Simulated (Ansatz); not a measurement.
Geometry optimisation, RKS BHLYP-D4/def2-SVP (Ansatz).

Input file:

```yaml
crystal:
  periodic: [false, false, false]
  atoms:
    - { symbol: B, position_ang: [0.089853, 0.520489, -0.21706] }
    - { symbol: Cl, position_ang: [-0.292147, -0.455602, 2.665933] }
    - { symbol: F, position_ang: [1.220057, -0.146383, -0.345815] }
    - { symbol: H, position_ang: [-0.951236, 0.030431, -0.530109] }
    - { symbol: "N", position_ang: [0.159565, 1.903877, 0.279481] }
    - { symbol: H, position_ang: [1.04204, 2.375359, 0.392528] }
    - { symbol: H, position_ang: [-0.637053, 2.51391, 0.231763] }
    - { symbol: H, position_ang: [-0.16248, 0.785721, 2.212679] }
basis:
  gaussian: { orbitals: def2-SVP }
hamiltonian:
  xc: { name: BHLYP }
  dispersion: d4
relax:
  f_tol: 0.03
  max_steps: 50
```

Launched with:

```bash
$ ansatz run input.yaml --threads 1 --pin off --max-ram 2048MiB --backend cpu --events-out ev --progress --plain --runs-dir out
```

Where does it end, and by what steps?

The forces met the threshold. After 10 steps the energy has fallen by 0.195 eV; Cl2 moved furthest, 0.65 Å.

```
step  energy less start (eV)  largest force component (eV/Å)  accepted
   0                  0.0000                           2.330       yes
   1                 -0.1010                           1.082       yes
   2                 -0.0979                           1.347        no
   3                 -0.1288                           1.022       yes
   4                 -0.1461                           0.984       yes
   5                 -0.1882                           0.169       yes
   6                 -0.1902                           0.155       yes
   7                 -0.1934                           0.141       yes
   8                 -0.1942                           0.040       yes
   9                 -0.1944                           0.036       yes
  10                 -0.1946                           0.029       yes
```

```xyz
8
Properties=species:S:1:pos:R:3
B 0.128 0.566 -0.428
Cl -0.390 -0.050 3.160
F 1.272 -0.037 -0.707
H -0.901 0.086 -0.804
N 0.152 1.745 0.322
H 1.015 2.211 0.553
H -0.669 2.309 0.455
H -0.140 0.696 2.138
```

Time of the run: 37 s on 1 thread of Arm Neoverse V1, on a shared host, peak memory 0.15 GiB.
